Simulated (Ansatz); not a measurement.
`I[SiH]1CO1` and `[SiH3]N[SiH]1CO1` differ in one atom or group.

Ansatz, PBE0-D4/def2-TZVP geometries, multiplicity 1. Each molecule was computed in one conformer, which needn't be the lowest.

Elements past krypton have def2 core potentials.

```csv
property,`I[SiH]1CO1`
size of the dipole moment (ωB97M-V/def2-TZVPP) / D,1.68
LUMO energy (B3LYP/def2-TZVPP) / eV,-1.03
HOMO–LUMO gap (ωB97M-V/def2-TZVPP) / eV,10.78
HOMO energy (B3LYP/def2-TZVPP) / eV,-7.38
HOMO energy (ωB97M-V/def2-TZVPP) / eV,-9.75
LUMO energy (PBE/def2-TZVPP) / eV,-1.64
```

Task: Give the same properties after the change, and the shifts. (Best estimate.)

Result: Ansatz gave: 
| property | `[SiH3]N[SiH]1CO1` | shift |
| --- | --- | --- |
| size of the dipole moment (ωB97M-V/def2-TZVPP) / D | 2.11 | 0.43 |
| LUMO energy (B3LYP/def2-TZVPP) / eV | -0.18 | 0.85 |
| HOMO–LUMO gap (ωB97M-V/def2-TZVPP) / eV | 11.07 | 0.29 |
| HOMO energy (B3LYP/def2-TZVPP) / eV | -6.96 | 0.42 |
| HOMO energy (ωB97M-V/def2-TZVPP) / eV | -9.45 | 0.30 |
| LUMO energy (PBE/def2-TZVPP) / eV | -0.79 | 0.85 |

With PBE0 the HOMO rises by 0.42 eV and the LUMO rises by 0.84 eV, so the gap widens by about 0.42 eV. PBE moves the HOMO by 0.52 eV and ωB97M-V by 0.30 eV. Dipoles are sizes alone; their direction can turn.

B3LYP here is the variant with VWN-RPA as its local correlation; programs differ in this.

Spin–orbit coupling is left out; it splits and shifts lone-pair levels of the heavy atoms by tenths of an eV.
